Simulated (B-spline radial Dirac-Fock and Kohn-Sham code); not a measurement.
Z = 71 (lutetium), transition energy 341 keV. Model: a Dirac-Hartree-Slater potential of the neutral atom with a Latter tail (no hole, which puts coefficients of high multipoles low close above an edge), finite nucleus with surface currents. Program: a radial finite-basis atomic code. Subshells that would emit electrons below 1 keV are left out.

Task: A pure transition shows α(K) = 0.102, L1/L2 = 12.2 and L1/L3 = 98.8. What is its multipolarity?
A. M1
B. E2
C. E4
D. M3
E. E3
F. E1
G. M2
H. M4

Result: A. For comparison, α(K), L1/L2, L1/L3 are E1 0.0128, 8.44, 8.83; E2 0.0382, 1.14, 1.99; E3 0.107, 0.358, 0.828; E4 0.300, 0.191, 0.507; M2 0.367, 7.93, 18.0; M3 1.10, 5.42, 4.49; M4 3.23, 4.04, 1.96.

Values without a named source are computed, but for edge energies of neutral atoms, which are taken from tables.
